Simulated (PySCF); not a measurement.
# Energy of K (potassium, neutral) between two integer charges

The 4s alpha orbital of [Ar] 4s1 is emptied in steps (occupation f), with all orbitals relaxed, ending at [Ar]. Computed with PySCF 2.14 in def2-TZVPPD, with no relativity, point nucleus. The exact energy is a straight line in f; departures are measured from the line between the end points of the same method.

| f | UHF (eV) | LDA (eV) | PBE (eV) | PBE0 (eV) | r2SCAN (eV) | LC-wPBE (eV) | BHandHLYP (eV) | MN15 (eV) | BLYP (eV) |
| --- | --- | --- | --- | --- | --- | --- | --- | --- | --- |
| 1 | 0.000 | 0.000 | 0.000 | 0.000 | 0.000 | 0.000 | 0.000 | 0.000 | 0.000 |
| 0.8 | 0.001 | -0.301 | -0.306 | -0.221 | -0.259 | 0.014 | -0.162 | -0.175 | -0.323 |
| 0.6 | 0.002 | -0.446 | -0.461 | -0.331 | -0.376 | 0.020 | -0.242 | -0.253 | -0.484 |
| 0.4 | 0.002 | -0.434 | -0.462 | -0.331 | -0.355 | 0.019 | -0.241 | -0.235 | -0.482 |
| 0.2 | 0.001 | -0.275 | -0.307 | -0.219 | -0.212 | 0.011 | -0.159 | -0.121 | -0.317 |
| 0 | 0.000 | 0.000 | 0.000 | 0.000 | 0.000 | 0.000 | 0.000 | 0.000 | 0.000 |

```
   method  E(f=0) − E(f=1) (eV)  −ε at f=1 (eV)  −ε at f=0.4 (eV)
      UHF                 4.009           4.018             4.007
      LDA                 4.516           2.624             4.953
      PBE                 4.438           2.536             4.818
     PBE0                 4.370           2.987             4.650
   r2SCAN                 4.241           2.580             4.691
  LC-wPBE                 4.215           4.299             4.190
BHandHLYP                 4.329           3.318             4.537
     MN15                 4.177           3.047             4.506
     BLYP                 4.419           2.411             4.840
```

Orbital energy along the path (eV):

```
  f     UHF     LDA     PBE    PBE0  r2SCAN  LC-wPBE  BHandHLYP    MN15    BLYP
  1  -4.018  -2.624  -2.536  -2.987  -2.580   -4.299     -3.318  -3.047  -2.411
0.8  -4.014  -3.401  -3.285  -3.542  -3.310   -4.266     -3.723  -3.550  -3.206
0.6  -4.011  -4.186  -4.047  -4.097  -3.997   -4.228     -4.130  -4.026  -4.021
0.4  -4.007  -4.953  -4.818  -4.650  -4.691   -4.190     -4.537  -4.506  -4.840
0.2  -4.004  -5.651  -5.610  -5.211  -5.216   -4.164     -4.937  -4.962  -5.640
  0  -4.001  -5.931  -6.031  -5.461  -4.962   -4.154     -5.281  -4.293  -6.297
```

As f goes to zero the orbital energy of a semilocal functional can turn back, because the density of that orbital vanishes from the exchange-correlation potential.

Reference removal energy between the ground levels: 4.341 eV (measured; NIST Atomic Spectra Database, ionization energies). UHF lacks correlation.
